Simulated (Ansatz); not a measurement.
Input for Ansatz (an electronic-structure program): SC-NEVPT2 on CASSCF(4,3)/cc-pVDZ on BH3O2 (SMILES OBO), a point of a bond scan (R = 2.606 Å).

Ansatz 0.2 input:
```yaml
crystal:
  periodic: [false, false, false]
  atoms:
    - {symbol: B, position_ang: [-0.32498421, -0.27208544, -0.23351835]}
    - {symbol: H, position_ang: [-1.10969041, -0.98710405, -0.77860010]}
    - {symbol: O, position_ang: [-0.27461651, 1.03161116, -0.60531554]}
    - {symbol: H, position_ang: [1.50894895, 2.39555693, 0.71808827]}
    - {symbol: O, position_ang: [0.51652967, -0.72310754, 0.74487213]}
    - {symbol: H, position_ang: [0.41334292, -1.65727393, 0.94490509]}
basis:
  gaussian:
    orbitals: cc-pVDZ
    pivot_positions_ang: [[-0.32498421, -0.27208544, -0.23351835], [-1.10969041, -0.98710405, -0.77860010], [-0.27461651, 1.03161116, -0.60531554], [1.50894895, 2.39555693, 0.71808827], [0.51652967, -0.72310754, 0.74487213], [0.41334292, -1.65727393, 0.94490509]]
magnetization: {spin_polarized: false}
correlation: {method: sc_nevpt2, electrons: outside_noble_gas, active_space: {window: {electrons: 4, orbitals: 3}}}
output: {orbitals: {seedname: ./end}}
```

The log:

```
WARN ansatz: RAYON_NUM_THREADS=1 ignored (pool sized by the plan → 1); use --threads N
Functional definition: HF
integrals: 0.01 GiB planned
586 factors; integrals over basis functions are off by at most 3.9e-4 eV
mean field: 0.09 GiB planned
mean field evaluation 1: about -4780.7057 eV, gradient 5.1e1 eV
mean field evaluation 2: about -4780.7062 eV, gradient 5.1e1 eV
mean field evaluation 4: about -4787.3091 eV, gradient 1.5e1 eV
mean field evaluation 8: about -4788.3343 eV, gradient 3.8e-1 eV
mean field evaluation 16: about -4785.5608 eV, gradient 1.6e0 eV
mean field evaluation 32: about -4785.6005 eV, gradient 4.1e-1 eV
mean field -4788.33451764 eV, -175.9680478736 hartree, gradient 1.6e-6 eV, S^2 0.000000; 3 other end points of the search recorded, 0 dependent functions left out; unrestricted orbitals would lower it
reference -4788.33451764 eV, -175.9680478736 hartree; 12, 12 occupied and 45, 45 virtual orbitals, 586 factors
configuration interaction: 0.11 GiB planned
configuration interaction: 0.00 GiB planned
state -4792.93179065 eV, -176.1369945406 hartree
state -4792.93179065 eV, -176.1369945406 hartree; corrected -4804.16175287 eV, -176.5496880401 hartree
WARN: 1 active orbitals are nearly empty or full. The corrections depend on them more than the energy does, and are more stable in an active space without them
Total energy: -4804.16175287 eV, -176.5496880401 hartree
```

The run converged.

Warnings raised: idle orbitals.

Cost: about 2.4 core-seconds (a rough figure).
